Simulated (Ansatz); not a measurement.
System: SnS, charge 0, multiplicity 1. SMILES: [S]=[Sn]
Geometry: optimised at B3LYP-D3(BJ)/def2-TZVP (Ansatz, an electronic-structure program).

Quantity: atomisation energy, in kcal/mol. Set-up: six Cartesian d functions in 6-31G* and its kin unless marked 5d; atomisation electronic, to ground-state atoms; STO-3G and 3-21G all-electron and non-relativistic; UHF or UKS for open shells; LANL2DZ with its own core potentials from Na on; no spin-orbit coupling; def2 sets with scalar-relativistic core potentials past Kr. Ab initio and DFT rows: single points at B3LYP-D3(BJ) geometries (Ansatz).

```tsv
level	program	atomisation energy (kcal/mol)
B3LYP/STO-3G	Ansatz	150.6
B3LYP/3-21G	Ansatz	104.0
B3LYP/LANL2DZ	Ansatz	97.1
B3LYP/def2-SVP	Ansatz	111.9
B3LYP/6-31G* with LANL2DZ past Ar	Ansatz	108.2
B3LYP/def2-TZVPD	Ansatz	114.8
```

No value to compare with is used here. The 5 habitual levels span 97.1 (B3LYP/LANL2DZ) to 150.6 kcal/mol (B3LYP/STO-3G); B3LYP/def2-TZVPD gives 114.8.

The sets are all those run for this method; runs whose electronic state is in doubt are left out.
